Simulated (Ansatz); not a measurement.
`[NH2][SnH]([OH])[F]` + H₂ → `[OH][SnH2][F]` + NH₃ at 700 K and 1 bar (hydrogenolysis of the Sn–N bond).

Computed with Ansatz on PBE0-D4/def2-TZVP structures; ΔE is electronic, products minus reactants. CCSD(T)/CBS adds triple-zeta CCSD(T) − MP2 to the extrapolated MP2 energy (def2 sets, frozen cores). This one scheme is used for every species. def2 core potentials past Kr. For Sn outer-core shells are correlated without core-valence functions, which leaves a few kJ/mol of doubt a bond. One conformer a species, not always the lowest.

```tsv
species	CCSD(T)/CBS energy (Eh)	H − E (kJ/mol)	S (J/(mol·K))
`[NH2][SnH]([OH])[F]`	-446.16360	195.2	452.7
H₂	-1.17544	46.8	155.3
`[OH][SnH2][F]`	-390.83308	129.4	387.4
NH₃	-56.50880	116.9	226.5
```

H − E and S are ideal-gas, rigid-rotor, harmonic terms from PBE0-D4/def2-TZVP, for one conformer and one mirror image of each species. For small species the MP2-based limit differs from directly extrapolated CCSD(T) by up to some mEh (0.8 for H₂); such offsets cancel only in part. 1 Eh = 2625.50 kJ/mol, R = 8.31446 J/(mol·K).

By hand: ΔE, ΔH, ΔS and ΔG.

ΔE = (-390.83308) + (-56.50880) − (-446.16360) − (-1.17544) = -0.00284 Eh = -7.5 kJ/mol. Δ(H − E) = 129.4 + 116.9 − 195.2 − 46.8 = 4.3, so ΔH = -3.2 kJ/mol. ΔS = 387.4 + 226.5 − 452.7 − 155.3 = 5.9 J/(mol·K). ΔG = -3.2 − 700 × (5.9)/1000 = -7.3 kJ/mol.

By hand: the equilibrium constant, and the temperature at which ΔG would vanish if ΔH and ΔS stayed fixed.

log₁₀ K = −ΔG/(RT ln 10) = 0.5. ΔH and −TΔS have one sign here, so there is no such temperature.

TΔS isn't small against ΔH here. A doubt of 5 kJ/mol in ΔE shifts log₁₀ K by 0.4 here. Other conformers and mirror images would add mixing entropy, several J/(mol·K) or more a flexible species. These are equilibria of isolated gas molecules and say nothing of rates. Largest T1 diagnostic: 0.014 (customary marks: 0.02 for closed shells, 0.045 for open ones).

ΔS is within the doubt of such terms, so its sign, and with it that verdict, could turn.
